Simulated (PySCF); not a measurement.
Computed with PBE-D3(BJ)/def2-TZVP (PySCF 2.14.0). Isolated molecules, 0 K electronic values unless said otherwise. Excitations are Tamm–Dancoff values on a coarser integration grid. The basis has no diffuse functions, so Rydberg states are missing or too high.

Reference species (SMILES): `FC1C=C1` (neutral, multiplicity 1).

```yaml
LUMO: -1.52 eV
S1 oscillator strength: 0.002
T1 excitation (TDA): 4.75 eV
```

Changed species: `CC#CF`.

Question: What does the change do to the LUMO, S1 oscillator strength and T1 excitation (TDA)?

Answer: the LUMO rises by 1.83 eV, to 0.31 eV; the S1 oscillator strength rises by 0.012, to 0.014; the T1 excitation (TDA) rises by 1.07 eV, to 5.82 eV.
